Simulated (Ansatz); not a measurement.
Spectroscopic constants of CdSn, multiplicity 3 (lowest of 2S+1 = 1, 3 at CCSD(T)/def2-TZVPP on PBE0 minima; our sources give no spin for the ground state, which may be another). No spin–orbit coupling.

The constants come from a fifth-degree fit in 1/R (seven points, main isotopes). In def2 and cc sets the state is the lowest found near the PBE0 minimum, followed along R.

Correlated levels freeze the inner cores; with def2 sets outer-core shells near the valence are correlated too.

Run with Ansatz (a quantum-chemistry and plane-wave program) with Gaussian orbitals.  In def2 rows elements past Kr take small-core potentials, without spin–orbit coupling.

Energies at B2PLYP/def2-TZVPP:

| R (Å) | E (hartree) |
|---|---|
| 2.617679 | -381.76574269 |
| 2.688047 | -381.76773369 |
| 2.752785 | -381.76871879 |
| 2.825968 | -381.76910450 |
| 2.899150 | -381.76892690 |
| 2.983592 | -381.76824057 |
| 3.082106 | -381.76703158 |

Question: With a reduced mass of 58.4129 u, find the minimum, the force constant and the constants.

Answer: A fifth-degree polynomial in 1/R puts the minimum at r_e = 2.8356 Å with force constant 43.5 N/m. Then ω_e = (1/2πc)√(k/μ) = 112 cm⁻¹ and B_e = h/(8π²cμr_e²) = 0.03589 cm⁻¹; the cubic and quartic terms give α_e = 0.00024 and ω_e x_e = 0.73 cm⁻¹.
